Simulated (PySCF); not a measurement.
Write Cartesian coordinates for `[AsH2][SiH2]N` as optimised with PBE0-D3(BJ)/def2-SVP.

```xyz
9
AsH6NSi angstrom
N     -1.436    0.736   -0.165
Si    -0.261   -0.420    0.366
As     1.697   -0.001   -0.892
H     -1.625    0.840   -1.155
H     -2.279    0.879    0.379
H     -0.105   -0.238    1.841
H     -0.581   -1.870    0.126
H      2.488   -1.063   -0.136
H      2.160    1.119    0.031
```

Any rigid rotation of these coordinates is as good. Atoms count from 1 in this order. N1 (silicon-bound nitrogen) has angles 119.7°, 119.6° and 110.7°, sum 350.0°, 0.22 Å off the plane of its three neighbours. As3 (arsenic bonded to Si and 2 H) is pyramidal (angles 93.4°, 93.1° and 92.4°, sum 278.9°, 0.93 Å off the plane of its three neighbours). Si2 (SiH2 silicon) is distorted tetrahedral (angles from 105.2° to 116.8°).

Bonds between heavy atoms (Å): N1–Si2 1.731, Si2–As3 2.365.

The calculation used PBE0-D3(BJ)/def2-SVP geometry optimisation, gas phase (PySCF).

PBE0-D3(BJ)/def2-SVP frequencies: not computed here. One conformer, not necessarily the lowest (H–N1–Si2–As3 51° and -166°, N1–Si2–As3–H 176° and 83°).
